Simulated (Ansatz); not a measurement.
C₄H₇Al, SMILES `CC1=[CH][AlH][CH2]1`. The species carries charge 0 and has multiplicity 1.

```tsv
atom	x (Å)	y (Å)	z (Å)
C1	1.351	0.160	-0.980
C2	0.235	0.106	0.010
C3	0.238	0.629	1.262
Al4	-1.532	-0.041	1.466
C5	-1.072	-0.596	-0.361
H6	1.647	-0.853	-1.272
H7	2.224	0.685	-0.589
H8	1.019	0.658	-1.896
H9	1.097	1.158	1.661
H10	-2.717	-0.120	2.522
H11	-1.564	-0.132	-1.221
H12	-0.926	-1.653	-0.602
```

(1) What are the harmonic wavenumbers in cm⁻¹ at PBE0-D4/def2-TZVP (Ansatz, finite differences of forces, unscaled)? (An estimate is asked.)

(2) Is this a minimum?

(3) Give the ideal-gas thermochemistry at 298.15 K and 1 bar (rigid rotor, harmonic oscillator; point group Cs, symmetry number 1).

(4) And at 400, 500, 600, 800 and 1000 K?

(5) Rotational constants (cm⁻¹)?

Results:

(1) Computed: 72, 184, 335, 426, 441, 454, 570, 643, 665, 751, 859, 880, 977, 1008, 1066, 1082, 1121, 1267, 1385, 1430, 1460, 1465, 1586, 1909, 3035, 3054, 3092, 3093, 3133, 3192.

(2) Yes, all 30 modes are real.

(3) Zero-point energy 243.1 kJ/mol; H(298) − E = 262.0 kJ/mol; entropy 324.1 J/(mol·K), of which translation 163.8, rotation 108.4, vibration 51.9; G(298) − E = 165.3 kJ/mol. Modes under 100 cm⁻¹ are hindered rotations or soft bends, so the harmonic entropy is rough.

(4) 
```
T (K)  H − E (kJ/mol)  S (J/mol/K)  G − E (kJ/mol)
  400           273.8        358.1           130.6
  500           287.8        389.2            93.2
  600           303.8        418.3            52.8
  800           340.2        470.5           -36.2
 1000           381.2        516.1          -135.0
```

(5) 0.3264, 0.1018, 0.07987.
